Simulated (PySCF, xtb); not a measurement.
Si(Me)(SH) (CH4SSi), SMILES C[Si]S (connectivity only; charge and spin as stated), neutral, multiplicity 1. One conformer was computed; it need not be the lowest.

Harmonic wavenumbers (cm⁻¹) from GFN2-xTB (xtb) at its own minimum, in rising order: 69, 188, 235, 435, 686, 722, 723, 826, 1358, 1466, 1478, 2460, 2998, 3000, 3022.

Question: What does ωB97X-D3(BJ)/def2-TZVP run with PySCF give at its own minimum? (The exact figures need the calculation; the answer reports its results.)

Answer: 61, 226, 423, 524, 630, 691, 731, 853, 1278, 1444, 1464, 2750, 3039, 3116, 3148. Paired by order, the mean absolute difference is 76 cm⁻¹ and the zero-point energies are 28.1 and 29.1 kcal/mol.
